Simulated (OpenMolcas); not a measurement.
## Levels of Ru2+ by method

| Property | Result |
| --- | --- |
| Program | OpenMolcas 26.06 |
| Basis | ANO-RCC-VDZP [6s5p3d1f] |
| Scalar Hamiltonian | DKH3, point nucleus |
| Active space | 6 electrons in 5 orbitals (4d) |
| State averaging | 2S+1 = 5 even, 5 roots; 2S+1 = 3 even, 45 roots; 2S+1 = 1 even, 50 roots (49 in the spin-orbit step) |
| Spin-orbit coupling | state interaction with AMFI integrals over the reference wave functions, term energies averaged over their components |

Methods on the same reference wave functions:
A. CASSCF
B. SS-CASPT2, IPEA 0.25 Eh, imaginary shift 0.1 Eh (closed shells correlated: 4s 4p)
C. MS-CASPT2, IPEA 0.25 Eh, imaginary shift 0.1 Eh (closed shells correlated: 4s 4p)

Energies in cm-1 above 4d6 5D4, the measured ground level; measured values from Moore, Atomic Energy Levels, vol. III, NSRDS-NBS 35 (1971 reprint of NBS Circular 467, 1958).

```json
{"Level": "4d6 5D4", "A": "0.0", "B": "0.0", "C": "0.0", "Measured": "0.0"}
{"Level": "4d6 5D3", "A": "1199", "B": "1213", "C": "1214", "Measured": "1159"}
{"Level": "4d6 5D2", "A": "1935", "B": "1920", "C": "1921", "Measured": "1826"}
{"Level": "4d6 5D1", "A": "2408", "B": "2380", "C": "2380", "Measured": "2266"}
{"Level": "4d6 5D0", "A": "2636", "B": "2600", "C": "2600", "Measured": "2476"}
{"Level": "4d6 3H6", "A": "17439", "B": "16570", "C": "16570", "Measured": ""}
{"Level": "4d6 3H5", "A": "17848", "B": "16870", "C": "16870", "Measured": ""}
{"Level": "4d6 3P2(1)", "A": "18555", "B": "15360", "C": "15360", "Measured": ""}
{"Level": "4d6 3F3(1)", "A": "20311", "B": "18060", "C": "18060", "Measured": ""}
{"Level": "4d6 3F2(1)", "A": "20874", "B": "18500", "C": "18520", "Measured": ""}
{"Level": "4d6 3P1(1)", "A": "21980", "B": "18800", "C": "18810", "Measured": ""}
{"Level": "4d6 3G5", "A": "22182", "B": "20510", "C": "20510", "Measured": ""}
{"Level": "4d6 3P0(1)", "A": "22807", "B": "19550", "C": "19560", "Measured": ""}
{"Level": "4d6 3G4", "A": "23330", "B": "21490", "C": "21490", "Measured": ""}
{"Level": "4d6 3G3", "A": "23649", "B": "21770", "C": "21770", "Measured": ""}
{"Level": "4d6 1I6", "A": "26771", "B": "25510", "C": "25510", "Measured": ""}
{"Level": "4d6 3D2", "A": "28004", "B": "24680", "C": "24670", "Measured": ""}
{"Level": "4d6 3D1", "A": "28148", "B": "24880", "C": "24880", "Measured": ""}
{"Level": "4d6 3D3", "A": "28376", "B": "25110", "C": "25110", "Measured": ""}
{"Level": "4d6 1G4(1)", "A": "28830", "B": "26420", "C": "26430", "Measured": ""}
{"Level": "4d6 1S0", "A": "33174", "B": "29140", "C": "29150", "Measured": ""}
{"Level": "4d6 1D2(1)", "A": "34720", "B": "30270", "C": "30280", "Measured": ""}
{"Level": "4d6 1F3", "A": "38948", "B": "34360", "C": "34370", "Measured": ""}
{"Level": "4d6 3P0(2)", "A": "44508", "B": "38670", "C": "38660", "Measured": ""}
```

Deviations, from unrounded energies. A percentage is the sum of absolute deviations over the sum of measured energies, with the sign that they share, or ± where signs differ.

| Against measurement | Levels | A | B | C |
| --- | --- | --- | --- | --- |
| mean absolute deviation (cm-1) | 4 | 110 | 98 | 99 |
| fine structure of the ground term (%) | 4 | +5.8 | +5.1 | +5.1 |

B, C lie about equally close to measurement and A furthest from it. The largest miss of B in the table is 4d6 5D0, by +130 cm-1. The ranking rests on the paired levels alone, and a cruder setting can come out closer through cancelling errors.

Between B and C the level of the table that moves most is 4d6 3F2(1), by 20 cm-1 (lowest in B, highest in C). Moves below CASPT2's spread within the term are not significant.

The two smallest mean deviations differ by little beside CASPT2's spread within terms, so their order carries little weight.

From A to B the spin-free energies of the other terms of 4d6 shown, above 5D, scale by factors of 0.83 to 0.95, as is usual when dynamic correlation screens the repulsion within a d or f shell.

The lowest spin-free term lies below A's lowest term by 0.291 hartree in B, 0.291 hartree in C.

CASPT2 does not keep the components of a term degenerate, so their means are used; among the terms shown or strongly mixed into the levels shown the widest spread is 1300 cm-1 (4d6 1I, C). Some high roots are left out of the spin-orbit mixing, which shifts the levels that they would mix with. Levels of configurations with an s electron are missing; early in the row they begin among the upper levels of the d shell and mix with terms of their name. Without dynamic correlation excited terms often stand tens of per cent too high (terms of higher spin than the ground term too low), and those without a measured partner can miss by more than the paired ones (holds for A). The CASPT2 spread within a term exceeds the gap to the next term for 4d6 3D and 4d6 1I, 4d6 1I and 4d6 1G(1), so the order of their levels is uncertain (holds for C). Measured partners are found by configuration, term and J. A level has none where our copy of the source lacks it or the pairing is in doubt (some pairs that miss far off the trend of their configuration count as doubtful), and it then counts in no deviation. Only configurations of the active space appear. Levels that lie high or do not pair safely by name in every column are left out.

A number in round brackets counts repeated terms of one configuration in the order of the reference energies.
